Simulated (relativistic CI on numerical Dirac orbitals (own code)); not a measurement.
Electric-dipole transitions in V¹¹⁺

Calculated at this level of theory: Dirac-Coulomb-Breit CI, KLI orbitals optimised for each configuration, QED by a radiative potential, unscaled Slater integrals (own radial code, finite nucleus).

Configurations in the expansion (outside the closed core [Ne]): 3s2, 3s 3p, 3p2, 3s 3d, 3d2, 3p 3d, 3p 4s, 3s 4s, 3s 4p, 3d 4s, 3s 4d, 3s 4f, 3s 5s, 3s 5p, 3s 5d, 4s2. Levels of other configurations are missing.

| λ vac (nm) | Lower | Upper | A (s⁻¹) | E lower (eV) | E upper (eV) |
| --- | --- | --- | --- | --- | --- |
| 8.0775 | 3s 3p 3P°_1 [3] | 3s 4d 3D_2 [43] | 1.08e+11 | 23.579 | 177.071 |
| 8.1226 | 3s 3p 3P°_2 [4] | 3s 4d 3D_3 [44] | 1.45e+11 | 24.468 | 177.109 |
| 8.7268 | 3s 3p 1P°_1 [5] | 3s 4d 1D_2 [45] | 1.24e+11 | 35.424 | 177.496 |
| 9.5224 | 3p2 1D_2 [6] | 3s 4f 1F°_3 [53] | 6.97e+10 | 55.226 | 185.429 |
| 10.714 | 3s 3d 3D_1 [11] | 3s 4f 3F°_2 [50] | 3.26e+11 | 67.808 | 183.531 |
| 10.718 | 3s 3d 3D_2 [12] | 3s 4f 3F°_3 [51] | 3.44e+11 | 67.858 | 183.538 |
| 10.724 | 3s 3d 3D_3 [13] | 3s 4f 3F°_4 [52] | 3.87e+11 | 67.935 | 183.549 |
| 11.485 | 3s 3d 1D_2 [14] | 3s 4f 1F°_3 [53] | 3.06e+11 | 77.477 | 185.429 |
| 23.988 | 3p2 1D_2 [6] | 3p 3d 1F°_3 [25] | 2.07e+10 | 55.226 | 106.912 |
| 28.001 | 3s 3p 3P°_1 [3] | 3s 3d 3D_2 [12] | 1.44e+10 | 23.579 | 67.858 |
| 28.372 | 3p 3d 3F°_3 [16] | 3d2 3F_3 [28] | 1.22e+10 | 92.967 | 136.667 |
| 28.523 | 3s 3p 3P°_2 [4] | 3s 3d 3D_3 [13] | 1.82e+10 | 24.468 | 67.935 |
| 28.764 | 3p 3d 3F°_4 [17] | 3d2 3F_4 [29] | 1.23e+10 | 93.663 | 136.766 |
| 28.894 | 3p2 3P_0 [7] | 3p 3d 3D°_1 [20] | 2.04e+10 | 55.464 | 98.375 |
| 28.933 | 3p2 1S_0 [10] | 3p 3d 1P°_1 [26] | 2.17e+10 | 65.835 | 108.686 |
| 29.360 | 3p2 3P_1 [8] | 3p 3d 3P°_2 [19] | 1.74e+10 | 56.030 | 98.259 |
| 29.428 | 3p2 3P_2 [9] | 3p 3d 3D°_2 [24] | 1.51e+10 | 57.060 | 99.192 |
| 29.472 | 3p2 3P_2 [9] | 3p 3d 3D°_3 [22] | 2.26e+10 | 57.060 | 99.129 |
| 29.482 | 3s 3p 1P°_1 [5] | 3s 3d 1D_2 [14] | 3.44e+10 | 35.424 | 77.477 |
| 31.972 | 3p2 1D_2 [6] | 3p 3d 1D°_2 [18] | 1.29e+10 | 55.226 | 94.005 |
| 32.941 | 3p 3d 3D°_3 [22] | 3d2 3F_4 [29] | 1.78e+10 | 99.129 | 136.766 |
| 35.000 | 3s2 1S_0 [1] | 3s 3p 1P°_1 [5] | 1.69e+10 | 0.000 | 35.424 |
| 36.473 | 3p 3d 1F°_3 [25] | 3d2 1G_4 [34] | 1.92e+10 | 106.912 | 140.905 |
| 38.040 | 3s 3p 3P°_2 [4] | 3p2 3P_2 [9] | 1.00e+10 | 24.468 | 57.060 |
| 39.747 | 3s 3d 3D_3 [13] | 3p 3d 3D°_3 [22] | 5.98e+09 | 67.935 | 99.129 |
| 40.887 | 3s 3d 3D_3 [13] | 3p 3d 3P°_2 [19] | 6.86e+09 | 67.935 | 98.259 |
| 42.122 | 3s 3d 1D_2 [14] | 3p 3d 1F°_3 [25] | 1.21e+10 | 77.477 | 106.912 |
| 48.191 | 3s 3d 3D_3 [13] | 3p 3d 3F°_4 [17] | 3.76e+09 | 67.935 | 93.663 |
| 84.600 | 3s 4p 3P°_2 [40] | 3s 4d 3D_3 [44] | 3.43e+09 | 162.454 | 177.109 |
| 179.23 | 3s 5p 3P°_2 [58] | 3s 5d 3D_3 [66] | 9.99e+08 | 218.312 | 225.229 |

Terms are leading LS components. Brackets give the number of a level in order of energy, since labels repeat. The list gives strong lines, with weight on those to low levels, without lines whose two gauges differ by over a factor of 2.5, among the lowest 67 of 68 levels, so that lines to higher ones, which can be the strongest, are missing. Levels whose partners in the same complex of configurations lie outside the list can be far off, and so can their lines. Rates are taken at the computed energies, electric ones in the length gauge.

At this charge energies of transitions that change n are usually good to better than 1 %, and those within a shell (Δn = 0) to a few per cent.

Question: From the table, what is the radiative lifetime of 3s 4d 3D_3?

Answer: The listed rates from this level add up to about 1.49e+11 s⁻¹, 99 % of its decay; with all channels τ = 6.70e-12 s.

LS names give the leading component of a level, which can be under half, so a name can repeat, a term be missing and a line seem to break the LS rules.
